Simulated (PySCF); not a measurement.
**Mg⁺ (magnesium, charge +1) across methods**

[Ne] 3p1, 2P determinant (an excited configuration). Computed with PySCF 2.14 in x2c-QZVPPall (9s6p5d2f, 66 functions), with scalar relativity by spin-free X2C-1e.

| method | E (hartree) | mean ε 2p α (eV) | mean ε 2p β (eV) | mean ε 3p α (eV) | Σ⟨r²⟩ (bohr²) | ⟨S²⟩ |
| --- | --- | --- | --- | --- | --- | --- |
| B97-3 | -199.9352 | -61.842 | -61.738 | -9.037 | 18.13 | 0.750 |
| LC-wPBE | -199.8732 | -63.220 | -63.129 | -10.869 | 18.07 | 0.750 |
| PBE0 | -199.8513 | -61.494 | -61.366 | -9.053 | 18.08 | 0.750 |
| wB97M-V | -199.9325 | -63.834 | -63.705 | -10.162 | 18.41 | 0.750 |
| PBE | -199.8363 | -57.342 | -57.239 | -8.462 | 17.92 | 0.750 |
| PW91 | -199.9396 | -57.490 | -57.386 | -8.485 | 17.90 | 0.750 |
| r2SCAN | -199.9331 | -58.723 | -58.631 | -8.478 | 18.00 | 0.750 |
| UHF | -199.52071 | -72.825 | -72.622 | -10.453 | 18.94 | 0.750 |

Problem. Estimate the same row for LDA.

Solution. E (hartree) = -199.0041; mean ε 2p α (eV) = -57.463; mean ε 2p β (eV) = -57.359; mean ε 3p α (eV) = -8.350; Σ⟨r²⟩ (bohr²) = 17.93; ⟨S²⟩ = 0.750.
